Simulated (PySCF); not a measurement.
CClF₂, SMILES [C](F)(Cl)F, multiplicity 2. Geometry: PBE-D3(BJ)/def2-TZVP. The isomer is the one that the SMILES or the coordinates give; other isomers of the formula were not compared.

Give the equilibrium geometry at PBE-D3(BJ)/def2-TZVP (PySCF confirms it by a frequency run) as Cartesian coordinates in Å, and its point group. (The exact figures need the calculation; the answer reports its results.)

point group Cs.
```xyz
4

F     -1.0648    -0.0803     1.0945
C     -0.4236     0.3316     0.0000
F     -1.0648    -0.0803    -1.0945
Cl     1.2769    -0.0321     0.0000
```
Charge 0, spin multiplicity 2.
